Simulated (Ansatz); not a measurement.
C3H9FOSn (`CC(C)[O][SnH2][F]`). Total charge 0; spin multiplicity 1. Sn takes the def2 core potential. Geometry: relaxed with PBE0-D4/def2-TZVP. It is one conformer, not always the lowest.

```xyz
15

C    -1.092    0.403   -1.031
C    -0.392    0.250    0.305
C    -1.364   -0.067    1.422
O     0.554   -0.813    0.262
Sn    2.306   -0.613   -0.556
F     3.093    0.872    0.380
H    -1.603   -0.526   -1.295
H    -0.384    0.643   -1.829
H    -1.832    1.207   -0.993
H     0.121    1.192    0.550
H    -0.833   -0.173    2.369
H    -2.107    0.727    1.526
H    -1.883   -1.005    1.210
H     2.241   -0.094   -2.175
H     3.176   -2.005   -0.144
```

Problem. What is the dipole moment at B3LYP/def2-TZVPP? (Estimate.)

Solution. Computed: 2.21 D, with components (-0.71, -1.03, -1.82) D in this frame, pointing from negative to positive charge.

Problem. And with PBE, r2SCAN, ωB97M-V? (Best estimate.)

Solution. Computed: PBE 2.06 D, r2SCAN 2.15 D, ωB97M-V 2.24 D.

Problem. Give the Mulliken charges with B3LYP, r2SCAN, PBE in def2-TZVPP. (An estimate is asked.)

Solution. The calculation gave: 
```csv
atom,B3LYP,r2SCAN,PBE
C1,-0.25,-0.15,-0.24
C2,0.17,0.24,0.15
C3,-0.24,-0.13,-0.24
O4,-0.55,-0.56,-0.48
Sn5,1.09,1.06,0.98
F6,-0.50,-0.50,-0.46
H7,0.08,0.05,0.08
H8,0.07,0.04,0.07
H9,0.08,0.04,0.07
H10,0.06,0.01,0.05
H11,0.09,0.05,0.09
H12,0.07,0.03,0.07
H13,0.07,0.04,0.07
H14,-0.12,-0.11,-0.12
H15,-0.11,-0.10,-0.10
```

B3LYP here is the variant with VWN-RPA as its local correlation; programs differ in this.
